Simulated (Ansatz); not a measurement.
Two members of one family (Series E3X8), computed with Ansatz in the gas phase; def2 core potentials for Sn, no spin–orbit coupling. The two geometries come from different levels. Binding counts from free atoms in the multiplicity of their measured ground term, without zero-point energy. The structures are stationary points that may keep the symmetry of their start.

First: Sn3Cl8 (singlet, charge 0, r2SCAN-D4/def2-SVP geometry).

| atom | x (Å) | y (Å) | z (Å) |
| --- | --- | --- | --- |
| Sn1 | -2.339 | -0.240 | 0.443 |
| Cl2 | -1.839 | -2.484 | 0.907 |
| Cl3 | -3.733 | 0.564 | 2.143 |
| Cl4 | -3.525 | -0.164 | -1.573 |
| Sn5 | 0.129 | 1.123 | 0.243 |
| Cl6 | 0.672 | 2.047 | 2.329 |
| Cl7 | -0.096 | 2.909 | -1.261 |
| Sn8 | 2.244 | -0.543 | -0.610 |
| Cl9 | 3.063 | -1.830 | 1.165 |
| Cl10 | 4.040 | 0.621 | -1.555 |
| Cl11 | 1.385 | -2.002 | -2.232 |

```json
{"level": "PBE-D4/def2-SVP", "HOMO (eV)": "-7.38", "LUMO (eV)": "-4.93", "gap (eV)": "2.45", "vertical IE (eV)": "9.33", "vertical triplet (eV)": "2.34", "binding per atom (eV)": "2.86"}
{"level": "PBE0-D4/def2-SVP", "HOMO (eV)": "-8.55", "LUMO (eV)": "-4.35", "gap (eV)": "4.20", "vertical IE (eV)": "9.95", "vertical triplet (eV)": "2.86", "binding per atom (eV)": "2.77"}
```

Second: Sn3Me8 (singlet, charge 0, PBE-D4/def2-SVP geometry).

```
atom   x (Å)   y (Å)   z (Å)
 Sn1   0.955   1.779   1.191
  C2   2.386   2.024   2.828
  C3   1.569   3.099  -0.440
  C4  -0.990   2.478   1.902
 Sn5   0.780  -0.885   0.302
  C6   2.618  -1.467  -0.747
  C7   0.609  -2.239   2.021
 Sn8  -1.448  -1.208  -1.390
  C9  -2.535  -3.058  -0.965
 C10  -2.839   0.458  -1.120
 C11  -0.866  -1.238  -3.498
 H12   2.384   3.079   3.166
 H13   2.107   1.373   3.680
 H14   3.405   1.754   2.491
 H15   0.838   3.047  -1.271
 H16   2.565   2.804  -0.822
 H17   1.620   4.144  -0.073
 H18  -0.910   3.538   2.217
 H19  -1.743   2.398   1.094
 H20  -1.325   1.872   2.766
 H21   3.487  -1.356  -0.070
 H22   2.545  -2.525  -1.069
 H23   2.769  -0.829  -1.638
 H24  -0.300  -2.005   2.607
 H25   1.497  -2.131   2.672
 H26   0.547  -3.287   1.664
 H27  -2.861  -3.076   0.093
 H28  -1.888  -3.936  -1.154
 H29  -3.428  -3.122  -1.618
 H30  -3.200   0.491  -0.074
 H31  -2.334   1.416  -1.354
 H32  -3.709   0.337  -1.796
 H33  -1.767  -1.366  -4.129
 H34  -0.368  -0.287  -3.771
 H35  -0.169  -2.076  -3.692
```

Question: Estimate the same table for the second.

Answer: 
```json
{"level": "PBE-D4/def2-SVP", "HOMO (eV)": "-5.21", "LUMO (eV)": "-0.78", "gap (eV)": "4.43", "vertical IE (eV)": "7.31", "vertical triplet (eV)": "4.18", "binding per atom (eV)": "3.74"}
{"level": "PBE0-D4/def2-SVP", "HOMO (eV)": "-6.18", "LUMO (eV)": "-0.04", "gap (eV)": "6.14", "vertical IE (eV)": "7.59", "vertical triplet (eV)": "4.50", "binding per atom (eV)": "3.71"}
```
